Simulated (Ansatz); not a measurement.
Start from `O[Si@H](F)N[Si@H](O)Cl` and change one atom or group to get `O[SiH](F)[NH][GeH3]`.

Ansatz, PBE0-D4/def2-TZVP geometries, multiplicity 1. Each molecule was computed in one conformer, which needn't be the lowest.

Scalar relativity is left out up to krypton.

| property | `O[Si@H](F)N[Si@H](O)Cl` |
| --- | --- |
| size of the dipole moment (ωB97M-V/def2-TZVPP) / D | 2.76 |
| size of the dipole moment (B3LYP/def2-TZVPP) / D | 2.75 |
| LUMO energy (ωB97M-V/def2-TZVPP) / eV | 1.79 |
| LUMO energy (B3LYP/def2-TZVPP) / eV | -0.05 |
| HOMO energy (B3LYP/def2-TZVPP) / eV | -8.30 |
| size of the dipole moment (PBE/def2-TZVPP) / D | 2.66 |

(1) Give the same properties after the change, and the shifts. (Best estimate.)

Answers

(1) Ansatz gave: 
```tsv
property	`O[SiH](F)[NH][GeH3]`	shift
size of the dipole moment (ωB97M-V/def2-TZVPP) / D	2.30	-0.46
size of the dipole moment (B3LYP/def2-TZVPP) / D	2.27	-0.48
LUMO energy (ωB97M-V/def2-TZVPP) / eV	1.78	-0.01
LUMO energy (B3LYP/def2-TZVPP) / eV	-0.10	-0.05
HOMO energy (B3LYP/def2-TZVPP) / eV	-7.50	0.80
size of the dipole moment (PBE/def2-TZVPP) / D	2.19	-0.47
```

With PBE0 the HOMO rises by 0.82 eV and the LUMO falls by 0.12 eV, so the gap narrows by about 0.94 eV. PBE moves the HOMO by 0.77 eV and ωB97M-V by 0.84 eV. Dipoles are sizes alone; their direction can turn.

B3LYP here is the variant with VWN-RPA as its local correlation; programs differ in this.
